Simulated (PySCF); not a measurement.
# A survey of ²⁹Si NMR shifts

Theory: GFN2-xTB structure, PBE0/pcSseg-1 with gauge-including orbitals, in PySCF (a single conformation, one averaged value for each set of equivalent atoms, non-relativistic Hamiltonian, in vacuum).

Shieldings were converted by a linear fit to measured shifts: ²⁹Si: δ = 279.94 − 0.822σ (rms 8.9 ppm, 72 shifts, 25.8 ppm with the 6 outliers that the fit left out vs TMS, solution or neat liquid). A few per cent of atoms miss by over 2 rms, more outside the fitted compound classes.

Give the ²⁹Si shifts of `CC(=S)[SiH]1SCCS1`, `C[Si@@]([SiH3])(C#N)c1cccs1`, `C#C[Si@@H]1C[SiH2][C@@H](F)[C@H]1F`, `ClC[Si@@H]1OC[C@@H](Cl)[SiH2]1`, `C[C@]1([SiH2]F)C=CC(F)=CC1`, `C#C[SiH2]O[Si@H](OC)S[SiH3]`, `C#C[C@@H]1[SiH2][SiH2][C@@H](F)[C@H]1F`, `F[SiH2][SiH2]O[SiH2]C(F)(F)F`, `C#C[Si@@H](C#N)[C@H]1CCS[SiH2]1`.

Results:


```json
{"compound": "CC(=S)[SiH]1SCCS1", "environment": "silicon bonded to C, 2 S, H, in a 5-membered ring", "δ (ppm)": "-8.0"}
{"compound": "[CH3:1][Si@@:2]([SiH3:3])([C:4]#[N:5])[c:6]1[cH:7][cH:8][cH:9][s:10]1", "environment": "Si2: silicon bonded to 3 C, Si", "δ (ppm)": "-41.8"}
{"compound": "[CH3:1][Si@@:2]([SiH3:3])([C:4]#[N:5])[c:6]1[cH:7][cH:8][cH:9][s:10]1", "environment": "Si3: silicon bonded to Si, 3 H", "δ (ppm)": "-98.0"}
{"compound": "[CH:1]#[C:2][Si@@H:3]1[CH2:4][SiH2:5][C@@H:6]([F:7])[C@H:8]1[F:9]", "environment": "Si5: silicon bonded to 2 C, 2 H, in a 5-membered ring", "δ (ppm)": "-41.0"}
{"compound": "[CH:1]#[C:2][Si@@H:3]1[CH2:4][SiH2:5][C@@H:6]([F:7])[C@H:8]1[F:9]", "environment": "Si3: silicon bonded to 3 C, H, in a 5-membered ring", "δ (ppm)": "-41.4"}
{"compound": "[Cl:1][CH2:2][Si@@H:3]1[O:4][CH2:5][C@@H:6]([Cl:7])[SiH2:8]1", "environment": "Si3: silicon bonded to C, O, Si, H, in a 5-membered ring", "δ (ppm)": "-9.2"}
{"compound": "[Cl:1][CH2:2][Si@@H:3]1[O:4][CH2:5][C@@H:6]([Cl:7])[SiH2:8]1", "environment": "Si8: silicon bonded to C, Si, 2 H, in a 5-membered ring", "δ (ppm)": "-57.8"}
{"compound": "C[C@]1([SiH2]F)C=CC(F)=CC1", "environment": "silicon bonded to C, F, 2 H", "δ (ppm)": "-13.7"}
{"compound": "[CH:1]#[C:2][SiH2:3][O:4][Si@H:5]([O:6][CH3:7])[S:8][SiH3:9]", "environment": "Si5: silicon bonded to 2 O, S, H", "δ (ppm)": "-32.0"}
{"compound": "[CH:1]#[C:2][SiH2:3][O:4][Si@H:5]([O:6][CH3:7])[S:8][SiH3:9]", "environment": "Si3: silicon bonded to C, O, 2 H", "δ (ppm)": "-52.2"}
{"compound": "[CH:1]#[C:2][SiH2:3][O:4][Si@H:5]([O:6][CH3:7])[S:8][SiH3:9]", "environment": "Si9: silicon bonded to S, 3 H", "δ (ppm)": "-56.4"}
{"compound": "[CH:1]#[C:2][C@@H:3]1[SiH2:4][SiH2:5][C@@H:6]([F:7])[C@H:8]1[F:9]", "environment": "Si4: silicon bonded to C, Si, 2 H, in a 5-membered ring", "δ (ppm)": "-48.9"}
{"compound": "[CH:1]#[C:2][C@@H:3]1[SiH2:4][SiH2:5][C@@H:6]([F:7])[C@H:8]1[F:9]", "environment": "Si5: silicon bonded to C, Si, 2 H, in a 5-membered ring", "δ (ppm)": "-74.7"}
{"compound": "[F:1][SiH2:2][SiH2:3][O:4][SiH2:5][C:6]([F:7])([F:8])[F:9]", "environment": "Si2: silicon bonded to F, Si, 2 H", "δ (ppm)": "-8.0"}
{"compound": "[F:1][SiH2:2][SiH2:3][O:4][SiH2:5][C:6]([F:7])([F:8])[F:9]", "environment": "Si3: silicon bonded to O, Si, 2 H", "δ (ppm)": "-30.4"}
{"compound": "[F:1][SiH2:2][SiH2:3][O:4][SiH2:5][C:6]([F:7])([F:8])[F:9]", "environment": "Si5: silicon bonded to C, O, 2 H", "δ (ppm)": "-42.1"}
{"compound": "[CH:1]#[C:2][Si@@H:3]([C:4]#[N:5])[C@H:6]1[CH2:7][CH2:8][S:9][SiH2:10]1", "environment": "Si10: silicon bonded to C, S, 2 H, in a 5-membered ring", "δ (ppm)": "-16.3"}
{"compound": "[CH:1]#[C:2][Si@@H:3]([C:4]#[N:5])[C@H:6]1[CH2:7][CH2:8][S:9][SiH2:10]1", "environment": "Si3: silicon bonded to 3 C, H", "δ (ppm)": "-62.4"}
```
